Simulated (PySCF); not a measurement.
PySCF input for C4H9FSi, SMILES [SiH2](/C=C\F)CC, PBE0-D3(BJ)/def2-SVP. The structure is a stationary point at PBE0-D3(BJ)/def2-SVP. The structure was generated by enumeration; whether it is a known compound was not checked. Other conformers were not sampled.

```python
import numpy as np
from pyscf import gto, scf, dft, df
from pyscf.hessian import thermo

mol = gto.M(
    atom='''
    C    -3.19438523    0.07141509   -0.12941508
    C    -1.87007109   -0.50496977   -0.62140101
    Si   -0.34867651    0.23078466    0.21313743
    C     1.19315299   -0.57190107   -0.49101979
    C     2.42868292   -0.26077034   -0.11044161
    F     2.67007819    0.66327348    0.81891563
    H    -3.25105244    1.15830549   -0.30027686
    H    -4.05531836   -0.38553453   -0.64225802
    H    -3.33146699   -0.09456124    0.95104424
    H    -1.76155682   -0.35297169   -1.70985772
    H    -1.84154756   -1.59803083   -0.46638538
    H    -0.41833843    0.00540788    1.69189697
    H    -0.30823672    1.71070143   -0.01133655
    H     1.11680420   -1.34586319   -1.26177847
    H     3.35720282   -0.70054315   -0.49154798
    ''',
    basis='def2-SVP',
    charge=0,
    spin=0,
    max_memory=1600,
    verbose=3,
)
mf = dft.RKS(mol, xc='pbe0').density_fit(auxbasis='def2-universal-jkfit')
mf.disp = 'd3bj'
mf.grids.level = 3
mf.conv_tol = 1e-11
mf.max_cycle = 100
mf.kernel()

# [left out here: the lines that compute and print the analytic Hessian (its translational invariance restored by hand, since the grid's response is missing), thermochemistry and intensities]
```

Output:

```
converged SCF energy = -546.471820656028

WARN: DFTD3 does not support analytical Hessian, using finite difference


WARN: Mole.unit (angstrom) is changed to Bohr

Mode                                 0                   1                   2
Irrep
Freq [cm^-1]                       12.8472             76.1513             89.8626
Reduced mass [au]                   3.6109              2.1649              4.6059
Force const [Dyne/A]                0.0004              0.0074              0.0219
Char temp [K]                      18.4842            109.5647            129.2923
Normal mode                   x     y     z       x     y     z       x     y     z
       0   C                -0.00 -0.05  0.05    0.01  0.09 -0.09   -0.05 -0.08 -0.09
       1   C                -0.00 -0.05  0.05   -0.01 -0.08  0.08    0.02  0.00  0.01
       2  Si                 0.00  0.07 -0.07   -0.00 -0.04  0.04   -0.03  0.06  0.06
       3   C                 0.00  0.06 -0.06    0.00  0.05 -0.05   -0.05  0.05  0.04
       4   C                -0.00 -0.01  0.01    0.00  0.05 -0.05   -0.01 -0.02 -0.02
       5   F                -0.00 -0.08  0.08   -0.00 -0.02  0.02    0.11 -0.04 -0.04
       6   H                -0.04 -0.07 -0.05    0.08  0.06 -0.29   -0.11 -0.09 -0.10
       7   H                -0.01 -0.12  0.12    0.00  0.05 -0.04    0.02 -0.15 -0.15
       8   H                 0.04  0.05  0.07   -0.06  0.30 -0.06   -0.11 -0.09 -0.10
       9   H                -0.05 -0.15  0.03    0.06 -0.26  0.06    0.08  0.00  0.01
      10   H                 0.04 -0.04  0.15   -0.08 -0.06  0.25    0.08  0.01  0.01
      11   H                 0.07  0.21 -0.05    0.07 -0.07  0.04   -0.04  0.06  0.06
      12   H                -0.06  0.06 -0.22   -0.07 -0.04  0.06   -0.04  0.06  0.06
      13   H                 0.01  0.11 -0.12    0.01  0.11 -0.11   -0.11  0.05  0.04
      14   H                -0.00 -0.03  0.03    0.01  0.12 -0.12   -0.06 -0.08 -0.09
[...]
Force const [Dyne/A]                1.5099              1.3960              1.3356
Char temp [K]                    1970.4521           2006.1556           2057.7606
Normal mode                   x     y     z       x     y     z       x     y     z
       0   C                -0.00  0.00  0.00   -0.11  0.05  0.04    0.04 -0.01 -0.00
       1   C                 0.00 -0.00 -0.00    0.01  0.01  0.01   -0.04  0.05  0.05
       2  Si                -0.01  0.00  0.00   -0.00  0.00  0.00   -0.00  0.00  0.00
       3   C                 0.11 -0.03 -0.02    0.00 -0.00 -0.00    0.00 -0.00 -0.00
       4   C                -0.00  0.07  0.07   -0.00 -0.00 -0.00    0.00  0.00  0.00
       5   F                -0.02 -0.01 -0.01    0.00 -0.00 -0.00   -0.00 -0.00 -0.00
       6   H                 0.00  0.00 -0.00    0.46  0.03 -0.21   -0.13 -0.00  0.07
       7   H                 0.00 -0.00 -0.00    0.28 -0.29 -0.27   -0.02  0.05  0.05
       8   H                 0.00 -0.00  0.00    0.44 -0.24  0.05   -0.13  0.08 -0.01
       9   H                -0.00  0.01  0.00    0.00 -0.18 -0.02    0.12 -0.64 -0.05
      10   H                -0.00  0.00  0.01    0.01 -0.02 -0.18    0.16 -0.06 -0.63
      11   H                 0.02 -0.01  0.01    0.00 -0.01  0.00    0.00 -0.01 -0.00
      12   H                 0.02  0.01 -0.01    0.00  0.00 -0.01    0.00 -0.00 -0.01
      13   H                -0.32  0.01 -0.01    0.01 -0.00 -0.00   -0.02  0.00 -0.00
      14   H                -0.46 -0.43 -0.45    0.00  0.00  0.00   -0.01 -0.01 -0.01
Mode                                27                  28                  29
Irrep
Freq [cm^-1]                     1472.9163           1477.0794           1724.8366
Reduced mass [au]                   1.0431              1.0341              7.5268
Force const [Dyne/A]                1.3333              1.3293             13.1934
Char temp [K]                    2119.1987           2125.1884           2481.6559
Normal mode                   x     y     z       x     y     z       x     y     z
       0   C                 0.03  0.03  0.03   -0.00 -0.03  0.03   -0.00  0.00  0.00
       1   C                 0.02  0.01  0.01   -0.00 -0.01  0.01    0.00 -0.00 -0.00
       2  Si                -0.00 -0.00 -0.00   -0.00 -0.00  0.00    0.01 -0.00 -0.00
       3   C                -0.00  0.00  0.00    0.00  0.00 -0.00   -0.18 -0.03 -0.04
       4   C                 0.00  0.00  0.00    0.00 -0.00  0.00    0.18  0.07  0.08
       5   F                -0.00 -0.00 -0.00    0.00  0.00 -0.00   -0.01 -0.01 -0.01
       6   H                -0.07 -0.09 -0.62   -0.47 -0.07 -0.16    0.00  0.00  0.00
       7   H                -0.23  0.24  0.23    0.03  0.48 -0.48    0.00 -0.00 -0.00
       8   H                -0.10 -0.61 -0.09    0.47  0.13  0.10    0.00  0.00  0.00
       9   H                -0.04 -0.02  0.00   -0.05  0.02  0.02   -0.01 -0.00 -0.00
      10   H                -0.04  0.01 -0.03    0.05 -0.02 -0.02   -0.01 -0.00 -0.00
      11   H                -0.00  0.00 -0.00    0.00  0.00  0.00   -0.00 -0.01  0.01
      12   H                -0.00 -0.00  0.00   -0.00 -0.00 -0.00   -0.00  0.01 -0.01
      13   H                -0.00  0.00  0.00   -0.00 -0.00  0.00    0.05 -0.07 -0.07
      14   H                 0.00 -0.00 -0.00   -0.00 -0.00  0.00    0.03 -0.15 -0.14
Mode                                30                  31                  32
Irrep
Freq [cm^-1]                     2211.5548           2215.6789           3048.7914
Reduced mass [au]                   1.0505              1.0304              1.0373
Force const [Dyne/A]                3.0273              2.9803              5.6809
Char temp [K]                    3181.9350           3187.8686           4386.5320
Normal mode                   x     y     z       x     y     z       x     y     z
       0   C                 0.00 -0.00  0.00    0.00 -0.00 -0.00    0.04 -0.02 -0.02
       1   C                 0.00  0.00 -0.00    0.00 -0.00 -0.00   -0.00 -0.01 -0.01
       2  Si                 0.00  0.03 -0.03    0.00 -0.02 -0.02   -0.00 -0.00 -0.00
       3   C                 0.00  0.00 -0.00    0.00  0.00  0.00    0.00  0.00  0.00
       4   C                -0.00 -0.00  0.00   -0.00 -0.00 -0.00   -0.00 -0.00 -0.00
       5   F                 0.00  0.00  0.00    0.00  0.00  0.00    0.00  0.00  0.00
       6   H                 0.00  0.00 -0.00   -0.00 -0.00  0.00   -0.02  0.55 -0.09
       7   H                -0.00 -0.00  0.00   -0.00  0.00  0.00   -0.44 -0.25 -0.27
       8   H                -0.00  0.00 -0.00   -0.00  0.00 -0.00   -0.06 -0.09  0.54
       9   H                -0.00 -0.00 -0.01   -0.00 -0.00 -0.00   -0.01 -0.02  0.10
      10   H                 0.00  0.01  0.00   -0.00 -0.00 -0.00   -0.00  0.10 -0.02
      11   H                -0.03 -0.10  0.71   -0.03 -0.11  0.65    0.00  0.00  0.00
      12   H                -0.02 -0.65  0.09    0.02  0.72 -0.12    0.00  0.00  0.00
      13   H                 0.00  0.00 -0.00    0.01 -0.00  0.00   -0.00  0.00  0.00
      14   H                 0.00  0.00 -0.00    0.00  0.00  0.00   -0.00  0.00  0.00
Mode                                33                  34                  35
Irrep
Freq [cm^-1]                     3051.7684           3104.6918           3138.6261
Reduced mass [au]                   1.0615              1.1025              1.1041
Force const [Dyne/A]                5.8245              6.2612              6.4081
Char temp [K]                    4390.8152           4466.9603           4515.7842
Normal mode                   x     y     z       x     y     z       x     y     z
       0   C                -0.01  0.01  0.01    0.00  0.02 -0.02    0.04  0.05  0.06
       1   C                 0.01 -0.05 -0.05   -0.00 -0.06  0.06   -0.00  0.00  0.00
       2  Si                 0.00  0.00  0.00   -0.00 -0.00  0.00   -0.00  0.00  0.00
       3   C                -0.00  0.00  0.00    0.00  0.00 -0.00   -0.00 -0.00 -0.00
       4   C                -0.00  0.00  0.00    0.00  0.00 -0.00   -0.00 -0.00 -0.00
       5   F                 0.00  0.00  0.00   -0.00 -0.00  0.00    0.00  0.00  0.00
       6   H                 0.01 -0.11  0.02    0.01 -0.17  0.02    0.02 -0.38  0.07
       7   H                 0.02  0.01  0.02    0.00  0.00 -0.00   -0.60 -0.32 -0.36
       8   H                 0.01  0.02 -0.11   -0.02 -0.02  0.17    0.05  0.07 -0.38
       9   H                -0.06 -0.11  0.66    0.06  0.08 -0.64    0.00  0.01 -0.05
      10   H                -0.01  0.67 -0.11   -0.01  0.64 -0.09    0.00 -0.05  0.01
      11   H                -0.00 -0.00  0.00   -0.00  0.00 -0.00    0.00 -0.00 -0.00
      12   H                -0.00  0.00 -0.00    0.00  0.00 -0.00    0.00 -0.00 -0.00
      13   H                -0.00 -0.00 -0.00   -0.00 -0.00  0.00    0.00  0.00  0.00
      14   H                 0.00 -0.00 -0.00   -0.00 -0.00  0.00    0.00 -0.00 -0.00
Mode                                36                  37                  38
Irrep
Freq [cm^-1]                     3142.0208           3192.2560           3214.7938
Reduced mass [au]                   1.1036              1.0849              1.1025
Force const [Dyne/A]                6.4191              6.5139              6.7131
Char temp [K]                    4520.6684           4592.9457           4625.3725
Normal mode                   x     y     z       x     y     z       x     y     z
       0   C                -0.00 -0.06  0.06    0.00  0.00  0.00    0.00 -0.00 -0.00
       1   C                -0.00 -0.02  0.02   -0.00  0.00  0.00   -0.00  0.00  0.00
       2  Si                -0.00 -0.00  0.00    0.00 -0.00 -0.00    0.00 -0.00 -0.00
       3   C                 0.00  0.00 -0.00    0.00  0.04  0.04    0.01  0.04  0.04
       4   C                 0.00  0.00 -0.00    0.05 -0.02 -0.02   -0.06  0.02  0.02
       5   F                 0.00  0.00 -0.00   -0.00 -0.00 -0.00    0.00 -0.00 -0.00
       6   H                -0.03  0.64 -0.10    0.00 -0.00  0.00    0.00  0.00 -0.00
       7   H                -0.00 -0.01  0.01   -0.00 -0.00 -0.00   -0.00 -0.00 -0.00
       8   H                 0.07  0.09 -0.64    0.00  0.00 -0.00    0.00 -0.00  0.00
       9   H                 0.02  0.02 -0.17   -0.00  0.00 -0.00   -0.00  0.00 -0.00
      10   H                -0.00  0.17 -0.02   -0.00 -0.00  0.00   -0.00 -0.00  0.00
      11   H                -0.00  0.00 -0.00    0.00  0.00 -0.00   -0.00  0.00 -0.00
      12   H                 0.00  0.00 -0.00    0.00 -0.00  0.00   -0.00 -0.00  0.00
      13   H                -0.00 -0.00  0.00   -0.05 -0.49 -0.49   -0.05 -0.46 -0.46
      14   H                -0.00 -0.00  0.00   -0.56  0.26  0.23    0.58 -0.27 -0.24
temperature 298.1500 [K]
pressure 101325.00 [Pa]
Rotational constants [GHz] 9.82053 1.09745 1.01116
Symmetry number 1
Zero-point energy (ZPE) 0.11789 [Eh]   309527.028 [J/mol]
                           tot       elec      trans        rot        vib
Entropy [J/mol/K]       390.335      0.000    166.693    116.232    107.410
Cv [J/mol/K]            120.851      0.000     12.472     12.472     95.908
Cp [J/mol/K]            129.166      0.000     20.786     12.472     95.908
Internal energy [J/mol]                      3718.434   3718.434 324384.755
Internal energy [Eh]   -546.34544  -546.47182
Enthalpy [J/mol]                             6197.391   3718.434 324384.755
Enthalpy [Eh]          -546.34449
Gibbs free energy [J/mol]                  -43502.161 -30936.239 292360.571
Gibbs free energy [Eh] -546.38882
mode   freq/cm-1   IR/(km/mol)
   1       12.85         0.027
   2       76.15         0.396
   3       89.86         0.657
   4      176.18         1.480
   5      213.55         0.155
   6      283.57         1.083
   7      339.71         8.072
   8      493.52        13.084
   9      594.97         5.747
  10      690.46        23.352
  11      692.32        39.348
  12      755.90        90.376
  13      770.65        31.434
  14      777.49        18.066
  15      850.70       150.216
  16      950.04        60.575
  17      965.22         0.589
  18      981.74        27.122
  19      985.07         8.042
  20     1044.49        81.638
  21     1064.25        25.518
  22     1245.34        66.762
  23     1247.92         1.328
  24     1257.82         5.614
  25     1369.53         3.259
  26     1394.35         2.999
  27     1430.21         2.381
  28     1472.92         4.800
  29     1477.08         8.722
  30     1724.84       200.702
  31     2211.55       124.480
  32     2215.68        80.965
  33     3048.79        35.638
  34     3051.77         7.244
  35     3104.69         3.256
  36     3138.63        19.357
  37     3142.02        19.708
  38     3192.26         3.914
  39     3214.79         9.000
max |gradient| / (hartree/bohr): 0.00023038202066791058
APT charges: [ 0.0617 -0.2637  1.213  -0.5788  0.5932 -0.4924 -0.0044 -0.0334 -0.0044
 -0.0115 -0.0116 -0.2775 -0.2772  0.0509  0.0361]
```

The calculation finished and met its thresholds.

Cost: around 5 core-minutes (rough).
